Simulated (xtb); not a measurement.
B₂F₃, doublet, at a GFN2-xTB geometry; GFN0-xTB in xtb 6.7.1.

The xtb input:
```
$ xtb mol.xyz --gfn 0 --uhf 1 --etemp 1000 --json

# file mol.xyz
5

F      2.28800819    -0.25131237    -0.03783998
B      1.01482057    -0.12552342     0.08614484
B     -0.53657336     0.05826643     0.01378160
F     -1.15328058     1.24668203     0.14170634
F     -1.40042050    -0.95800468    -0.15938105
```

It wrote (shortened):

```
   ID    Z sym.   atoms
    1    9 F      1, 4, 5
    2    5 B      2, 3

           -------------------------------------------------
          |                Calculation Setup                |
           -------------------------------------------------

           -------------------------------------------------
          |                 G F N 0 - x T B                 |
           -------------------------------------------------

          ...................................................
          :                      SETUP                      :
          :.................................................:
          :  # basis functions                  20          :
          :  # atomic orbitals                  20          :
          :  # shells                           10          :
          :  # electrons                        27          :
          :  electronic temp.         1000.0000000     K    :
          :  accuracy                    1.0000000          :
          :  -> integral cutoff          0.2500000E+02      :
          :  -> integral neglect         0.1000000E-07      :
          ...................................................

         :::::::::::::::::::::::::::::::::::::::::::::::::::::
         ::                     SUMMARY                     ::
         :::::::::::::::::::::::::::::::::::::::::::::::::::::
         :: total energy             -14.295287859874 Eh    ::
         :: gradient norm              0.094510427800 Eh/a0 ::
         :: HOMO-LUMO gap              1.233476229158 eV    ::
         ::.................................................::
         :: H0 energy                -14.319696751732 Eh    ::
         :: repulsion energy           0.104476654293 Eh    ::
         :: electrostat energy        -0.049054134371 Eh    ::
         :: -> Gsolv                   0.000000000000 Eh    ::
         ::    -> Gsasa                0.000000000000 Eh    ::
         ::    -> Gshift               0.000000000000 Eh    ::
         :: dispersion energy         -0.000820709892 Eh    ::
         :: short-range corr.         -0.030192918172 Eh    ::
         :: add. restraining           0.000000000000 Eh    ::
         :: total charge              -0.000000000000 e     ::
         :::::::::::::::::::::::::::::::::::::::::::::::::::::

           -------------------------------------------------
          |                Property Printout                |
           -------------------------------------------------

    * Orbital Energies and Occupations

         #    Occupation            Energy/Eh            Energy/eV
      -------------------------------------------------------------
         1        2.0000           -0.8246423             -22.4397
         2        2.0000           -0.8222592             -22.3748
         3        2.0000           -0.8092677             -22.0213
         4        2.0000           -0.4996201             -13.5954
         5        2.0000           -0.4754058             -12.9364
         6        2.0000           -0.4586695             -12.4810
         7        2.0000           -0.4585697             -12.4783
         8        2.0000           -0.4582022             -12.4683
         9        2.0000           -0.4515853             -12.2883
        10        2.0000           -0.4514135             -12.2836
        11        2.0000           -0.4415293             -12.0146
        12        2.0000           -0.4377043             -11.9105
        13        2.0000           -0.4235949             -11.5266
        14        0.9992           -0.2947642              -8.0209 (HOMO)
        15        0.0008           -0.2494348              -6.7875 (LUMO)
        16                         -0.1528370              -4.1589
        17                         -0.0149076              -0.4057
        18                          0.2526256               6.8743
        19                          0.2937409               7.9931
        20                          0.6292050              17.1215
      -------------------------------------------------------------
                  HL-Gap            0.0453294 Eh            1.2335 eV
             Fermi-level            0.0000000 Eh            0.0000 eV

     #   Z          covCN         q      C6AA      α(0)
     1   9 F        0.722    -0.178    11.064     3.832
     2   5 B        1.698     0.267    46.113    13.467
     3   5 B        2.418     0.225    34.561    10.230
     4   9 F        0.722    -0.157    10.858     3.797
     5   9 F        0.722    -0.157    10.858     3.797

 Mol. C6AA /au·bohr⁶  :        488.857331
 Mol. C8AA /au·bohr⁸  :      14080.365685
 Mol. α(0) /au        :         35.122335

Wiberg/Mayer (AO) data.
largest (>0.10) Wiberg bond orders for each atom

 ---------------------------------------------------------------------------
     #   Z sym  total        # sym  WBO       # sym  WBO       # sym  WBO
 ---------------------------------------------------------------------------
     1   9 F    1.344 --     2 B    1.278
     2   5 B    2.714 --     3 B    1.352     1 F    1.278
     3   5 B    3.168 --     2 B    1.352     5 F    0.881     4 F    0.881
     4   9 F    0.953 --     3 B    0.881
     5   9 F    0.953 --     3 B    0.881
 ---------------------------------------------------------------------------

Topologies differ in total number of bonds
Writing topology from bond orders to xtbtopo.mol

 dipole moment from electron density (au)
     X       Y       Z
   1.6351  -0.2012   0.1310  total (Debye):    4.201

           -------------------------------------------------
          | TOTAL ENERGY              -14.295287859874 Eh   |
          | GRADIENT NORM               0.094510427800 Eh/α |
          | HOMO-LUMO GAP               1.233476229158 eV   |
           -------------------------------------------------

normal termination of xtb
```
